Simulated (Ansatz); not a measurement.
Consider the redistribution: `N[SiH](Cl)O[SiH3]` + `C[CH2][SbH][OH]` → `[OH][SbH][CH2][SiH3]` + `CO[SiH](N)Cl`.

Program: Ansatz. Geometries: PBE0-D4/def2-TZVP. ΔE: electronic, gas phase. CBS: MP2 limit from def2 TZ/QZ plus the TZ coupled-cluster correction, frozen cores. Functionals use def2-TZVPP. B3LYP here is the variant with VWN-RPA as its local correlation; programs differ in this. Elements past krypton have def2 core potentials. For Sb outer-core shells are correlated without core-valence functions, which leaves a few kJ/mol of doubt a bond. Each species was taken in one conformer, which may not be the lowest.

```csv
level,ΔE (kJ/mol),difference from CCSD(T)/CBS
PBE-D4,129.7,-17.3
PBE0-D4,136.2,-10.8
B3LYP-D4,142.1,-4.9
B2PLYP,146.6,-0.4
r2SCAN,141.4,-5.6
B3LYP,144.8,-2.2
MP2/def2-TZVPP,149.0,2.0
SCS-MP2/def2-TZVPP,149.9,2.9
HF/CBS(def2),161.1,14.1
CCSD/CBS(def2),150.2,3.2
CCSD(T)/CBS,147.0,0
```

Largest T1 diagnostic among the species: 0.014.

From PBE to PBE0 (25 % exact exchange), in def2-TZVPP and without D4, ΔE moves by +6.2 kJ/mol. In def2-TZVPP, CCSD(T) changes the Hartree–Fock value by −14.8 kJ/mol (the triples alone add −3.2 kJ/mol) and MP2 by −9.5 kJ/mol.
